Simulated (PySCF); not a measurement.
**Continuum solvent and chemical shifts**

Atoms are numbered as in `[CH3:1][P:2]1[CH2:3][CH2:4][SiH:5]([F:6])[CH2:7][CH2:8]1`. Hydrogens are named by the atom that carries them. Ha(C3), Ha(C4), Ha(C7), Ha(C8) are cis to F6 on the ring; Hb(C3), Hb(C4), Hb(C7), Hb(C8) are trans to F6 on the ring.

GIAO PBE0/pcSseg-1 in PySCF on one PBE0-D3(BJ)/def2-SVP conformer, non-relativistic, equivalent nuclei averaged. Solvents enter as an IEF-PCM continuum (chloroform with ε = 4.7, acetonitrile with ε = 35.7) around the gas-phase geometry. Shifts are referred to TMS, CFCl3 computed in the same medium.

Gas phase, δ in ppm: C3/C8 28.2, C1 15.6, C4/C7 11.8, Si5 22.0, F6 -195.7, H(Si5) 5.01, Ha(C3)/Ha(C8) 1.70, Hb(C4)/Hb(C7) 1.21, Ha(C4)/Ha(C7) 0.97, Hb(C3)/Hb(C8) 0.96, H(C1) 0.88. Dipole moment 2.42 D.

Problem. How does each δ change in the continuum?

Solution. 
```tsv
atoms	environment	Δδ, chloroform	Δδ, acetonitrile
C3/C8	sp3 CH2 bonded to P	+0.1	+0.1
C1	methyl carbon bonded to P	-0.2	-0.4
C4/C7	sp3 CH2 bonded to Si	+0.5	+0.8
Si5	silicon bonded to 2 C, F, H, in a 6-membered ring	+2.6	+3.5
F6	fluorine bonded to Si	-1.3	-1.5
H(Si5)	hydrogen on a silicon bonded to 2 C, F, in a 6-membered ring	-0.02	-0.02
Ha(C3)/Ha(C8)	hydrogen on an sp3 CH2 bonded to P	+0.08	+0.11
Hb(C4)/Hb(C7)	hydrogen on an sp3 CH2 bonded to Si	+0.09	+0.13
Ha(C4)/Ha(C7)	hydrogen on an sp3 CH2 bonded to Si	0.00	-0.04
Hb(C3)/Hb(C8)	hydrogen on an sp3 CH2 bonded to P	+0.17	+0.28
H(C1)	hydrogen on a methyl carbon bonded to P	+0.07	+0.10
```

Changes are relative to the gas phase. The dipole moment becomes 2.91 D in chloroform, 3.14 D in acetonitrile.

Problem. Which nuclei move most (in ppm), and what does the model miss?

Solution. Si5 (silicon bonded to 2 C, F, H, in a 6-membered ring, +3.5 ppm) in acetonitrile. A continuum only polarises the solute; specific hydrogen bonds, the anisotropy of aromatic solvents and changes of geometry or conformer are outside it.
